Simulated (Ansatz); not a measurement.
Ansatz (a first-principles code) input file for CH₄N, SMILES [NH]C, multiplicity 2, PBE/def2-TZVPD. Coordinates come from a PBE0-D3(BJ)/def2-TZVP optimisation. The isomer is the one that the SMILES or the coordinates give; other isomers of the formula were not compared.

Ansatz 0.2 input:
```yaml
crystal:
  periodic: [false, false, false]
  atoms:
    - {symbol: C, position_ang: [-0.01224655, -0.62272585, 0.00000000]}
    - {symbol: N, position_ang: [0.15308943, 0.79729367, 0.00000000]}
    - {symbol: H, position_ang: [-0.58412946, -0.96292103, 0.87723360]}
    - {symbol: H, position_ang: [0.95640665, -1.12543572, 0.00000000]}
    - {symbol: H, position_ang: [-0.58412945, -0.96292102, -0.87723361]}
    - {symbol: H, position_ang: [-0.78629446, 1.20657717, -0.00000000]}
basis:
  gaussian:
    orbitals: def2-TZVPD
hamiltonian:
  xc: {name: PBE}
magnetization: {spin_polarized: true, initial_magnetization: 1}
```

Program output:

```
WARN ansatz: RAYON_NUM_THREADS=1 ignored (pool sized by the plan → 1); use --threads N
Functional definition: PBE
integrals: 0.02 GiB planned
557 factors; their error is unknown
mean field: 0.30 GiB planned
mean field evaluation 1: about -2580.9890 eV, gradient 3.9e1 eV
mean field evaluation 2: about -2568.9319 eV, gradient 6.1e1 eV
mean field evaluation 4: about -2587.7688 eV, gradient 5.5e0 eV
mean field evaluation 8: about -2587.8705 eV, gradient 4.7e-2 eV
mean field evaluation 16: about -2587.8705 eV, gradient 8.2e-6 eV
mean field -2587.87054483 eV, -95.1024884008 hartree, gradient 8.2e-6 eV, S^2 0.753147; 0 other end points of the search recorded, 0 dependent functions left out
reference -2587.87058187 eV, -95.1024897620 hartree; 9, 8 occupied and 101, 102 virtual orbitals, 557 factors
Total energy: -2587.87058187 eV, -95.1024897620 hartree
```

Self-consistency was reached.
